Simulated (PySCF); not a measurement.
A structure optimised at B3LYP-D3(BJ)/def2-SVP, used in a PySCF frequency run:

```
C
C 1 1.3483
H 1 1.0912 2 123.39
H 2 1.0953 1 125.34 3 -0.06
C 2 1.5078 4 120.50 1 -179.75
N 5 1.2809 2 120.23 4 179.27
H 5 1.1045 6 121.02 2 -180.00
Si 6 1.7797 5 106.13 7 -178.45
H 8 1.4815 6 111.89 5 119.15
Cl 8 2.0695 9 108.38 6 -123.32
```
Charge 0, spin multiplicity 1.

Task: Write its SMILES and formula.

Result: Cl[Si@H]1C=CC=N1, C3H4ClNSi

Task: What are its rotational constants (standard atomic weights)?

Result: 5.2321, 1.6777, 1.4616 GHz
